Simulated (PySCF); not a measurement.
Computed shifts of a molecule C5H9N, PBE/pcSseg-1 (PySCF), GIAO, gas phase, equivalent atoms averaged, in ppm (number of nuclei): ¹³C: 137.3 (2), 69.0 (2), 43.5 (1). ¹⁵N: 52.9 (1). ¹H: 6.09 (2), 4.23 (2), 3.60 (2), 2.65 (3). References: ¹³C against TMS (σ = 182.0 ppm); ¹⁵N against NH3 (σ = 267.0 ppm); ¹H against TMS (σ = 31.49 ppm), references at their B3LYP-D3(BJ)/def2-TZVP geometries, non-relativistic. Coordinates come from a B3LYP-D3(BJ)/def2-SVP optimisation. The values are those of a single conformer.

Question: Which molecule gave these data?
A. NC[C@@H]1C=CC1
B. C=C=CN(C)C
C. C=C/N=C\CC
D. CN1CC=CC1

Answer: D, CN1CC=CC1
